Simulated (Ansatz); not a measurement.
# Ligand exchange: C2H3F3 + GeH2(CH3)(SH) → CHF3S + GeH2(CH3)2

Gas-phase species: C2H3F3 (1,1,1-trifluoroethane) `CC(F)(F)F`, singlet; GeH2(CH3)(SH), singlet; CHF3S (trifluoromethanethiol) `FC(F)(F)S`, singlet; GeH2(CH3)2, singlet. The partners trade CH3 for SH: C–CH3 and Ge–SH bonds give way to C–SH and Ge–CH3.

Shapes, held fixed at every level: PBE0-D4/def2-TZVP. Flexible molecules stand in one conformer, not always the lowest. Programs: Ansatz 0.2.0. The zero-point and thermal change to 298 K, harmonic and unscaled (PBE0-D4/def2-TZVP), is -4.7 kJ/mol.

Question: Estimate ΔH(298 K) of this reaction.

Answer: The highest level, CCSD(T)/def2-TZVPP, gives ΔH(298 K) = +108.6 kJ/mol; the levels span +106.6 to +136.1. The column of differences is taken from that level and isn't an error. No measured value is set beside it here. Relativity is left out for Ge. Outer-core shells of Ge are correlated, in sets that cover them unevenly.

| level | kind | ΔH(298 K) (kJ/mol) | less CCSD(T)/def2-TZVPP |
| --- | --- | --- | --- |
| HF/def2-SVP | Hartree–Fock | +136.1 | +27.5 |
| PBE0-D4/def2-TZVPP | global hybrid | +109.1 | +0.5 |
| r2SCAN0-D4/def2-TZVPP | global hybrid | +113.2 | +4.6 |
| wB97M-V/def2-TZVPP | range-separated hybrid | +106.6 | -2.0 |
| wB97X-V/def2-TZVPP | range-separated hybrid | +108.0 | -0.6 |
| B2PLYP/def2-TZVPP | double hybrid | +109.5 | +0.9 |
| MP2/def2-TZVPP | perturbation theory | +109.8 | +1.2 |
| CCSD(T)/def2-TZVPP | coupled cluster or CI | +108.6 | 0.0 |
